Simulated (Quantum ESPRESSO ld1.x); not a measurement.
All-electron atom: Pb9+ in [Xe] 4f14 5d5. Calculated with ld1.x of Quantum ESPRESSO 7.5: Dirac Kohn-Sham, PBE, spin-unpolarised, spherical densities, point nucleus; open shells fill j = l - 1/2 first.

Radial electron density D(r) = 4 pi r^2 rho(r):

```
   r/bohr * D(r) (the largest magnitude, 154, reaches the edge; | marks zero)
 0.001952 |          *
 0.002604 |               *
 0.003473 |                     *
 0.004632 |                            *
 0.006228 |                                    *
 0.008306 |                                         *
  0.01108 |                                          *
  0.01478 |                                        *
  0.01971 |                                     *
  0.02629 |                                       *
  0.03534 |                                               *
  0.04714 |                                                      *
  0.06287 |                                                  *
  0.08385 |                                           *
   0.1118 |                                               *
   0.1504 |                                                  *
   0.2005 |                                   *
   0.2675 |                             *
   0.3568 |                                  *
   0.4758 |                        *
   0.6397 |           *
   0.8532 |       *
    1.138 |    *
    1.518 |*
    2.024 *
    2.722 *
     3.63 *
```

D(r) has 4 maxima, at r = 0.0107, 0.0495, 0.138, 0.351 bohr, and minima at 0.0212, 0.0880, 0.251 bohr, inside which lie 2.03, 11.02, 30.11 electrons.
